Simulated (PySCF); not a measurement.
C6H14S, charge +1, quartet, at a GFN2-xTB geometry of the parent state (a state made from the parent by changing its charge; the spin is typed, not shown lowest); MP2/def2-SV(P) (PySCF).

The PySCF input:
```python
from pyscf import gto, scf, mp

mol = gto.Mole()
mol.atom = '''
    C    -4.27231411    0.31146578   -0.49971612
    C    -2.87333417    0.82335084   -0.81956104
    C    -1.79526299    0.00609202   -0.11170355
    C    -0.39047006    0.51335646   -0.42756318
    C     0.68205977   -0.30864411    0.28369885
    C     2.07610922    0.20295892   -0.03621755
    S     3.32341482   -0.81950689    0.84333532
    H    -4.38037944   -0.72442039   -0.81380716
    H    -5.02454415    0.90601275   -1.01276596
    H    -4.46278088    0.36541094    0.56995850
    H    -2.70863832    0.77961234   -1.89867809
    H    -2.79103017    1.86931681   -0.51507351
    H    -1.87781643   -1.03982318   -0.41606167
    H    -1.96019477    0.04970257    0.96731599
    H    -0.22370169    0.46937227   -1.50673448
    H    -0.30612076    1.55943677   -0.12267275
    H     0.60624953   -1.35514463   -0.02030705
    H     0.52383376   -0.26512387    1.36369914
    H     2.19990703    1.23440026    0.29484733
    H     2.28322793    0.13240834   -1.10435871
    H     4.38662521   -0.16053018    0.38764877
'''
mol.basis = 'def2-sv(p)'
mol.charge = 1
mol.spin = 3
mol.verbose = 4
mol.build()

mf = scf.UHF(mol)
mf.kernel()

pt = mp.MP2(mf)
pt.kernel()
print('E(MP2) = %.10f' % pt.e_tot)
```

The log (banner, timings and long lists left out):

```
PySCF version 2.14.0

[INPUT] verbose = 4
[INPUT] num. atoms = 21
[INPUT] num. electrons = 65
[INPUT] charge = 1
[INPUT] spin (= nelec alpha-beta = 2S) = 3
[INPUT] symmetry False subgroup None
[INPUT] Mole.unit = angstrom
[INPUT] Symbol           X                Y                Z      unit          X                Y                Z       unit  Magmom
[INPUT]  1 C     -4.272314110000   0.311465780000  -0.499716120000 AA   -8.073503586015   0.588585021374  -0.944326606830 Bohr   0.0
[INPUT]  2 C     -2.873334170000   0.823350840000  -0.819561040000 AA   -5.429814645654   1.555907592031  -1.548745907964 Bohr   0.0
[INPUT]  3 C     -1.795262990000   0.006092020000  -0.111703550000 AA   -3.392555372668   0.011512249345  -0.211089116642 Bohr   0.0
[INPUT]  4 C     -0.390470060000   0.513356460000  -0.427563180000 AA   -0.737881473242   0.970103113676  -0.807977311148 Bohr   0.0
[INPUT]  5 C      0.682059770000  -0.308644110000   0.283698850000 AA    1.288906165884  -0.583252837860   0.536113128354 Bohr   0.0
[INPUT]  6 C      2.076109220000   0.202958920000  -0.036217550000 AA    3.923277830484   0.383536773338  -0.068441250403 Bohr   0.0
[INPUT]  7 S      3.323414820000  -0.819506890000   0.843335320000 AA    6.280343808121  -1.548643579294   1.593672785972 Bohr   0.0
[INPUT]  8 H     -4.380379440000  -0.724420390000  -0.813807160000 AA   -8.277717463276  -1.368956136151  -1.537872650610 Bohr   0.0
[INPUT]  9 H     -5.024544150000   0.906012750000  -1.012765960000 AA   -9.495012344286   1.712115962864  -1.913850292682 Bohr   0.0
[INPUT] 10 H     -4.462780880000   0.365410940000   0.569958500000 AA   -8.433433617145   0.690526599520   1.077065467368 Bohr   0.0
[INPUT] 11 H     -2.708638320000   0.779612340000  -1.898678090000 AA   -5.118584595302   1.473253805931  -3.587981588812 Bohr   0.0
[INPUT] 12 H     -2.791030170000   1.869316810000  -0.515073510000 AA   -5.274282626698   3.532496810946  -0.973347867918 Bohr   0.0
[INPUT] 13 H     -1.877816430000  -1.039823180000  -0.416061670000 AA   -3.548558764908  -1.964981028174  -0.786242607229 Bohr   0.0
[INPUT] 14 H     -1.960194770000   0.049702570000   0.967315990000 AA   -3.704231266105   0.093924244987   1.827962297013 Bohr   0.0
[INPUT] 15 H     -0.223701690000   0.469372270000  -1.506734480000 AA   -0.422734927702   0.886985040765  -2.847315509639 Bohr   0.0
[INPUT] 16 H     -0.306120760000   1.559436770000  -0.122672750000 AA   -0.578484397444   2.946908403876  -0.231817900447 Bohr   0.0
[INPUT] 17 H      0.606249530000  -1.355144630000  -0.020307050000 AA    1.145645574846  -2.560852209875  -0.038374762898 Bohr   0.0
[INPUT] 18 H      0.523833760000  -0.265123870000   1.363699140000 AA    0.989902341201  -0.501011503385   2.577017890905 Bohr   0.0
[INPUT] 19 H      2.199907030000   1.234400260000   0.294847330000 AA    4.157221786205   2.332678419492   0.557180702259 Bohr   0.0
[INPUT] 20 H      2.283227930000   0.132408340000  -1.104358710000 AA    4.314675467658   0.250215499208  -2.086935505178 Bohr   0.0
[INPUT] 21 H      4.386625210000  -0.160530180000   0.387648770000 AA    8.289520258013  -0.303358074927   0.732550007825 Bohr   0.0

nuclear repulsion = 356.169170772597
number of shells = 72
number of NR pGTOs = 236
number of NR cGTOs = 130
basis = def2-sv(p)
ecp = {}

******** <class 'pyscf.scf.uhf.UHF'> ********
method = UHF
initial guess = minao
damping factor = 0
level_shift factor = 0
DIIS = <class 'pyscf.scf.diis.CDIIS'>
diis_start_cycle = 1
diis_space = 8
diis_damp = 0
SCF conv_tol = 1e-09
SCF conv_tol_grad = None
SCF max_cycles = 50
direct_scf = True
direct_scf_tol = 1e-13
number electrons alpha = 34  beta = 31
Set gradient conv threshold to 3.16228e-05
init E= -633.663745793751

cycle= 1 E= -631.789090181762  delta_E= 1.87  |g|= 0.44  |ddm|= 6.16

cycle= 2 E= -631.936465967802  delta_E= -0.147  |g|= 0.204  |ddm|= 1.85

cycle= 3 E= -631.964966918681  delta_E= -0.0285  |g|= 0.0678  |ddm|= 0.605

cycle= 4 E= -631.972845156051  delta_E= -0.00788  |g|= 0.0293  |ddm|= 0.637

cycle= 5 E= -631.974680242773  delta_E= -0.00184  |g|= 0.017  |ddm|= 0.317

cycle= 6 E= -631.975638943999  delta_E= -0.000959  |g|= 0.00914  |ddm|= 0.303

cycle= 7 E= -631.975995722034  delta_E= -0.000357  |g|= 0.00627  |ddm|= 0.165

cycle= 8 E= -631.976226106187  delta_E= -0.00023  |g|= 0.00484  |ddm|= 0.119

cycle= 9 E= -631.976388193914  delta_E= -0.000162  |g|= 0.00417  |ddm|= 0.0945

cycle= 10 E= -631.976560265658  delta_E= -0.000172  |g|= 0.00354  |ddm|= 0.116

cycle= 11 E= -631.976809061831  delta_E= -0.000249  |g|= 0.00223  |ddm|= 0.237

cycle= 12 E= -631.976879478658  delta_E= -7.04e-05  |g|= 0.00151  |ddm|= 0.111

cycle= 13 E= -631.976910545578  delta_E= -3.11e-05  |g|= 0.00111  |ddm|= 0.0793

cycle= 14 E= -631.976921200899  delta_E= -1.07e-05  |g|= 0.000864  |ddm|= 0.0342

cycle= 15 E= -631.976927750218  delta_E= -6.55e-06  |g|= 0.000677  |ddm|= 0.0256

cycle= 16 E= -631.976932795116  delta_E= -5.04e-06  |g|= 0.000633  |ddm|= 0.0114

cycle= 17 E= -631.97693754038  delta_E= -4.75e-06  |g|= 0.00045  |ddm|= 0.0222

cycle= 18 E= -631.976940572431  delta_E= -3.03e-06  |g|= 0.00034  |ddm|= 0.00812

cycle= 19 E= -631.976942317438  delta_E= -1.75e-06  |g|= 0.000203  |ddm|= 0.012

cycle= 20 E= -631.976942751518  delta_E= -4.34e-07  |g|= 0.000133  |ddm|= 0.00354

cycle= 21 E= -631.976942916751  delta_E= -1.65e-07  |g|= 8.34e-05  |ddm|= 0.00358

cycle= 22 E= -631.976942955267  delta_E= -3.85e-08  |g|= 5.97e-05  |ddm|= 0.000739

cycle= 23 E= -631.976942976839  delta_E= -2.16e-08  |g|= 4.42e-05  |ddm|= 0.000909

cycle= 24 E= -631.976942999117  delta_E= -2.23e-08  |g|= 2.71e-05  |ddm|= 0.00192

cycle= 25 E= -631.976943009199  delta_E= -1.01e-08  |g|= 1.9e-05  |ddm|= 0.00161

cycle= 26 E= -631.976943011797  delta_E= -2.6e-09  |g|= 1.19e-05  |ddm|= 0.000893

cycle= 27 E= -631.97694301362  delta_E= -1.82e-09  |g|= 7.6e-06  |ddm|= 0.000755

cycle= 28 E= -631.976943013999  delta_E= -3.8e-10  |g|= 5.3e-06  |ddm|= 0.000265

Extra cycle  E= -631.976943014087  delta_E= -8.75e-11  |g|= 4.42e-06  |ddm|= 2.26e-05
converged SCF energy = -631.976943014087  <S^2> = 3.7871286  2S+1 = 4.0185214

******** <class 'pyscf.mp.ump2.UMP2'> ********
nocc = (np.int64(34), np.int64(31)), nmo = (130, 130)
E(UMP2) = -632.881201661746  E_corr = -0.904258647659592
E(SCS-UMP2) = -632.868310959572  E_corr = -0.891367945484939
E_corr(same-spin) = -0.223548959661429
E_corr(oppo-spin) = -0.680709687998164
E(MP2) = -632.8812016617
```
